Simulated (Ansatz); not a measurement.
Harmonic frequencies (cm⁻¹) at PBE0-D4/def2-TZVP from Ansatz: 14, 227, 228, 326, 333, 387, 602, 736, 741, 925, 975, 995, 1393, 3164, 3263.

Problem. Which molecule is it?
A. `[CH2][Si](F)(F)F`•
B. `OB(O)[Te]`•
C. `[NH][Si](F)(Cl)Cl`•
D. `[CH3][In][Cl]`•

Solution. A.
